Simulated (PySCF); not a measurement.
Cost of one run: excited-state job, `CC/C=C\C(=O)F`.

Method: TDDFT PBE0/def2-SVPD, vertical, gas phase, core orbitals frozen in the response (PySCF 2.14.0, density-fitted response routines). Geometry: GFN2-xTB. Work: 8 singlets by full TDDFT, 3 Tamm–Dancoff triplets, polarisability, density and orbital grids written, density fitting. A driver script takes a list of jobs; this job's settings line and coordinates (Å) are shown.

Command:
```bash
OMP_NUM_THREADS=1 python probes_run.py task.json out
```

Input:
```
{"job": {"kind": "uv", "xc": "PBE0", "basis": "def2-SVPD", "nstates": 8, "ntriplets": 3}, "charge": 0, "multiplicity": 1}
C     -2.148547    -0.010374    -0.277311
C     -0.657691    -0.299893    -0.402114
C      0.181222     0.712902     0.288029
C      1.490956     0.599424     0.544713
C      2.266257    -0.567342     0.177415
O      1.957427    -1.552365    -0.409158
F      3.562542    -0.444744     0.614305
H     -2.725001    -0.766354    -0.803814
H     -2.451902    -0.016119     0.767293
H     -2.390148     0.961412    -0.702657
H     -0.370342    -0.322371    -1.458751
H     -0.424737    -1.294417    -0.013165
H     -0.325373     1.617276     0.601683
H      2.034659     1.382490     1.051366
```

Hardware: one thread of an Arm Neoverse N1, shared host. PySCF's memory limit was set to 1040 MB.

Task: How large is the basis?

Result: 202 functions for 54 electrons, with 704 fitting functions; the fitted three-index integrals, 704 × 202 × 203/2 numbers of 8 bytes, come to 110 MiB.

Task: Estimate the wall time.

Result: About 55 s. The SCF took 14 cycles.

Task: How much memory does it need at the peak?

Result: About 0.76 GiB. Peak memory is the resident size of the whole Python process, interpreter and libraries included.

Task: At this speed, how long would 100 such jobs take on 64 cores, one job a core?

Result: 100/64 gives 2 rounds of 55 s, about 1.8 min of wall time and 1.5 core-hours, if the jobs don't slow each other.

Other jobs ran on the host; a repeat could differ by tens of per cent or more.

The run converged: HOMO -8.35 eV, LUMO -1.99 eV; lowest singlet 4.96 eV; lowest triplet 3.58 eV (Tamm–Dancoff); mean polarisability 65.2 au.
